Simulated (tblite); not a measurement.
Run record: tight-binding relaxation, `O=C[C@@H]1O[C@H](F)OC[CH2][GeH2]1`.

Computed with GFN2-xTB geometry optimisation, gas phase (tblite 0.8.0). Start geometry: from a force field or distance geometry. The input is one job of a driver script: a line of settings, then coordinates in Å.

Command:
```bash
OMP_NUM_THREADS=1 python probes_run.py task.json out
```

Input:
```
{"job": {"kind": "relax", "xc": "GFN2-xTB", "basis": "xTB"}, "charge": 0, "multiplicity": 1}
O      3.375700    -1.047600     0.510800
C      2.603500    -0.119600     0.761700
C      1.317700     0.011200     0.044300
O      0.667800     1.213900     0.450800
C     -0.040800     1.817500    -0.599500
F     -0.716100     2.931300    -0.130900
O     -0.954000     0.943400    -1.246900
C     -1.861300     0.370100    -0.319400
C     -1.613300    -1.141000    -0.233000
Ge     0.150200    -1.493400     0.500600
H      2.889400     0.600100     1.525300
H      1.524700    -0.009700    -1.051200
H      0.679900     2.185400    -1.357400
H     -1.838600     0.812000     0.695800
H     -2.898200     0.533100    -0.711500
H     -1.690200    -1.588000    -1.234300
H     -2.379200    -1.606800     0.424100
H      0.048900    -1.593900     2.039400
H      0.724000    -2.808900    -0.076200
```

**Question.** Estimate the output.

**Answer.** 
```
step      E/eV     max force
  0    -928.33981    2.719
  1    -928.51969    3.140
  2    -928.60629    0.701
  3    -928.62629    0.333
  4    -928.64396    0.280
  5    -928.65505    0.293
  6    -928.66490    0.242
  7    -928.67027    0.160
  8    -928.67387    0.129
  9    -928.67631    0.134
... (21 lines left out)
 31    -928.68701    0.022
 32    -928.68710    0.022
 33    -928.68717    0.019
 34    -928.68721    0.014
 35    -928.68724    0.013
 36    -928.68728    0.014
 37    -928.68732    0.015
 38    -928.68734    0.011
 39    -928.68736    0.010
 40    -928.68738    0.010
```

«max force» is the largest atomic force in eV/Å.

**Question.** From which step on does the largest force stay under 0.1 eV/Å, and how much energy is left to gain from there?

**Answer.** From step 15 (0.090 eV/Å), 4.5 meV above the end.

In short: energy lowered by 8.0 kcal/mol over 40 steps; largest atomic force 0.010 eV/Å at the end.

**Question.** Where do the atoms end?

**Answer.** 0.071 Å rms from the input after alignment:
```
atom  x, y, z in Å
O1     3.3360   -1.1120    0.5948
C2     2.6224   -0.1572    0.7559
C3     1.3595    0.0393    0.0078
O4     0.7065    1.2390    0.4058
C5    -0.0445    1.7924   -0.6049
F6    -0.6734    2.8602   -0.0293
O7    -0.9447    0.9621   -1.1903
C8    -1.9006    0.3531   -0.3093
C9    -1.6466   -1.1470   -0.2383
Ge10   0.1672   -1.5225    0.4958
H11    2.8305    0.6199    1.5115
H12    1.5556    0.0396   -1.0685
H13    0.5859    2.1890   -1.4237
H14   -1.8358    0.8144    0.6800
H15   -2.8867    0.5630   -0.7341
H16   -1.7289   -1.5618   -1.2435
H17   -2.4106   -1.6142    0.3813
H18    0.1250   -1.5434    2.0005
H19    0.7735   -2.8047    0.0010
```

Hardware: one thread of an Arm Neoverse V2, no GPU, shared host with 96 logical CPUs at a one-minute load of 70. Cost: 0.3 s wall.
Labels such as C1 count atoms from 1, the log's own numbers from 0.
